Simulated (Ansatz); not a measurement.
The same hydrogen abstraction along the group B, Al, Ga, In.

Isolated molecules relaxed with PBE0-D4/def2-TZVP in Ansatz; ΔE leaves out vibrations. CBS: MP2 limit from def2 TZ/QZ plus the TZ coupled-cluster correction, frozen cores. Small cases extrapolate CCSD(T) itself. Functionals use def2-TZVPP. No spin–orbit coupling; open shells (•) take unrestricted orbitals. Spin–orbit coupling would lower the free atoms: a little for F. Elements past krypton have def2 core potentials. Bonds to Ga, In are less sure, by a few kJ/mol each and by 10 to 20 or more in all where they break to atoms, as the def2 sets lack core-valence functions. Scalar relativity is left out up to krypton. Each species was taken in one conformer, which may not be the lowest.

```csv
reaction,CCSD(T)/CBS(def2) (eV)
`SBS` + F• → `S[B]S`• + H–F,-1.39
`[SH][AlH][SH]` + F• → `[SH][Al][SH]`• + H–F,-2.35
`[SH][GaH][SH]` + F• → `[SH][Ga][SH]`• + H–F,-2.47
`[SH][InH][SH]` + F• → `[SH][In][SH]`• + H–F,?
```

Task: Fill in the missing values. (Estimate.)

Result: The calculation gave: `[SH][InH][SH]` + F• → `[SH][In][SH]`• + H–F: -2.98 eV.

Largest T1 diagnostic: 0.018, for `[SH][In][SH]`•.

Extrapolated directly: `[SH][AlH][SH]` + F• → `[SH][Al][SH]`• + H–F.
